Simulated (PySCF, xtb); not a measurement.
pent-1-ene (C5H10), SMILES C=CCCC.

GFN2-xTB (xtb) at its own geometry gives an orbital gap of 5.40 eV and a dipole moment of 0.41 D.

Coordinates come from a B3LYP-D3(BJ)/def2-SVP optimisation. The values are those of a single conformer.

Task: What does CAM-B3LYP/def2-TZVP (PySCF) give? (The exact figures need the calculation; the answer reports its results.)

Result: gap 10.04 eV (levels -8.67 and 1.37 eV), dipole 0.42 D.
